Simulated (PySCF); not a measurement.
SbF4, SMILES [F][Sb]([F])([F])[F], multiplicity 2.

Geometry optimised at PBE0-D3(BJ)/def2-SVP. The multiplicity is an assumed one; other spin states were not compared. The isomer is the one that the SMILES or the coordinates give; other isomers of the formula were not compared. The def2 effective core potentials stand for the cores of Sb; spin–orbit coupling is left out.

These are PySCF with PBE/def2-TZVP values and carry that method's errors.

Isolated molecule, no solvent.

| Item | Result |
|---|---|
| total energy | -639.49704 hartree |
| point group | C2v |
| α spin, highest occupied and lowest empty level | -7.81 and -2.77 eV |
| β spin, highest occupied and lowest empty level | -9.92 and -6.89 eV |
| dipole moment | 2.08 D |
| quadrupole, principal values (traceless, Buckingham form, about the centre of nuclear charge) | -5.82, 1.42, 4.39 D·Å |
| mean static polarisability | 39.5 bohr³ (5.85 Å³) |
| polarisability, principal values | 33.7, 36.6, 48.0 bohr³ |
| ⟨S²⟩ | 0.752 (pure state 0.75) |
